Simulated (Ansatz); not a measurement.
## From C to Sn: the atomisation energy (no zero-point term)

Gas-phase molecules, one atom swapped for its congeners: C4H9Br (2-bromo-2-methylpropane) `CC(C)(C)Br`; Ge(CH3)3Br (bromotrimethylgermane); Sn(CH3)3Br (trimethyltin bromide). The Si member is missing. All are singlets with charge 0.

Shapes, held fixed at every level: PBE0-D4/def2-TZVP. Programs: Ansatz 0.2.0. Values in eV.

```
              level  C4H9Br  Ge(CH3)3Br  Sn(CH3)3Br
      HF/def2-TZVPP   41.68       39.71       38.28
BHLYP-D4/def2-TZVPP   54.07       51.32       49.86
 wB97M-V/def2-TZVPP   55.35       52.29       50.88
  B2PLYP/def2-TZVPP   54.70       51.76       50.25
     MP2/def2-TZVPP   54.76       51.87       50.20
 CCSD(T)/def2-TZVPP   54.18       51.50       49.97
```

At CCSD(T)/def2-TZVPP the atomisation energy falls at every step, from 54.18 to 49.97 eV. Every level shows the same order. For atoms past krypton def2 sets carry core potentials with scalar relativity. Relativity is left out for Br, Ge. Outer-core shells of Br, Ge, Sn are correlated in most correlated rows, in sets that cover them unevenly. Spin-orbit coupling, which grows down the group, is left out (summed over each molecule's free atoms 0.17, 0.28, 0.47 eV). Coupled cluster in double- or triple-zeta sets underbinds by a few per cent against its basis-set limit.
